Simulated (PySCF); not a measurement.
C3H6Cl, SMILES Cl[C](C)C (connectivity only; charge and spin as stated), charge +1, multiplicity 1. The structure is a stationary point at PBE-D3(BJ)/def2-SVP. The multiplicity is an assumed one; other spin states were not compared. The isomer is the one that the SMILES or the coordinates give; other isomers of the formula were not compared.

These are PBE-D3(BJ)/def2-SVP run with PySCF 2.14.0 values and carry that method's errors.

Harmonic wavenumbers (cm⁻¹): 96, 172, 379, 381, 445, 691, 765, 920, 942, 963, 1184, 1245, 1260, 1297, 1321, 1330, 1403, 1417, 2898, 2909, 3024, 3027, 3114, 3116. Rotational constants (GHz): 8.501, 4.882, 3.224; symmetry number 2.

Q: Work out the zero-point energy and the ideal-gas rigid-rotor harmonic-oscillator thermochemistry at 298.15 K and 1 atm.

A: ZPE = ½ Σ hcν = ½ × 34299 cm⁻¹ = 49.03 kcal/mol. H − E(el) = 53.10 kcal/mol. Entropy in cal/(mol K): translation 38.96, rotation 23.91, vibration 9.96, total 72.83. G − E(el) = 31.39 kcal/mol. Cp = 20.26 cal/(mol K). Modes under 150 cm⁻¹ make the vibrational entropy uncertain.
